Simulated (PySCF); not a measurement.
Excitations are Tamm–Dancoff values on a coarser integration grid. The basis has no diffuse functions, so Rydberg states are missing or too high.

Cartesian coordinates (Å):
```xyz
8

N     -1.5576    -0.2233     0.0834
Al     0.0183     0.5399    -0.0382
N      1.5378    -0.3387    -0.0442
F      0.0759     2.1852    -0.1527
H     -1.7256    -1.2122     0.1573
H     -2.4272     0.2828     0.0876
H      2.4390     0.1033    -0.1138
H      1.6395    -1.3371     0.0206
```
Charge 0, spin multiplicity 1.

Task: What S1–T1 gap (TDA), T1 excitation (TDA), total energy, brightest of the four lowest singlets (TDA), dipole moment, LUMO, HOMO–LUMO gap and HOMO does CAM-B3LYP-D3(BJ)/def2-TZVP (PySCF) give?

Result: 
```
Quantity                                            Value
-------------------------------------------  ------------
S1–T1 gap (TDA)                                   0.41 eV
T1 excitation (TDA)                               5.41 eV
total energy                                 -454.3918 Ha
brightest of the four lowest singlets (TDA)       6.55 eV
dipole moment                                      2.40 D
LUMO                                              0.73 eV
HOMO–LUMO gap                                     9.38 eV
HOMO                                             -8.65 eV
```
